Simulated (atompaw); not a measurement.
caesium (Cs): one change to a PAW (atompaw) potential, before and after

atompaw 4.2.0.5 input, output lines left out:

```
Cs 55
LDA-PW scalarrelativistic loggrid 2001 logderivrange -4 5 226
6 6 5 0 0 0
6 0 1
6 1 0
5 2 0
0 0 0
c
c
c
c
v
v
c
c
c
v
v
c
c
v
2
3.00 2.30 2.85 2.30
n
n
y
3.2
n
custom polynom vanderbiltortho sinc
3 0 ultrasoft
2.20
2.60
3.00
3.00
3.00
3.00
```

Change: core [Xe], valence charge 1; reference 5d0 6s1 6p0; waves now 6s (bound): rc 3.00 bohr; 6s channel at 0.3 Ry: rc 3.00 bohr; 6p (bound): rc 3.00 bohr; 6p channel at 0.8 Ry: rc 3.00 bohr; 5d (bound): rc 3.00 bohr; 5d channel at 4.65 Ry: rc 3.00 bohr; local potential ultrasoft scheme with l = 3 at 0 Ry, radius 2.65 bohr; core correction smooth core density matched at 2.45 bohr; augmentation sinc compensation charge, radius 2.85 bohr; PAW radius 3.00 bohr; waves and projectors: custom polynom vanderbiltortho.

Cutoffs: the cutoffs (Ry, on a coarse ladder) from which the occupation-weighted sum of valence levels, in a spherical-Bessel basis at the reference potential, stays within 10 and 1 mRy of its value at 400 Ry; they do not see the model core or the augmentation charge, which bear on the density cutoff.

Q: What does the change do?

A: The potential gets softer (8 Ry and 15 Ry → 6 Ry and 6 Ry); a bound ghost appears in p, s, which as a rule spoils a file; the range in which the s phases agree widens (upper end 0.9 → 3.1); the range in which the p phases agree widens (upper end 1.7 → at the end of the scan). The shells moved into the core no longer need plane waves of their own. Several settings change at once here, so the effects cannot be laid on one of them.

```csv
quantity,base,changed
"cutoff, loose",8 Ry,6 Ry
"cutoff, tight",15 Ry,6 Ry
bound ghosts,none,"s, p"
s: phases at 3.00 bohr within 0.05 rad from the reference energy up to (Ry; the scan ends near 5),0.9,3.1
p: phases at 3.00 bohr within 0.05 rad from the reference energy up to (Ry; the scan ends near 5),1.7,to the end of the scan
d: phases at 3.00 bohr within 0.05 rad from the reference energy up to (Ry; the scan ends near 5),to the end of the scan,to the end of the scan
lowest overlap eigenvalue by channel,"s 0.33, p 0.95, d 0.93","s 0.50, p 0.87, d 0.87"
```

 A true bound ghost makes a file unfit for plane-wave use even where its test errors are small: the radial tests pick states by their node count and pass the ghost by. The cutoffs see the waves, projectors and local potential, not the compensation charge or the core.
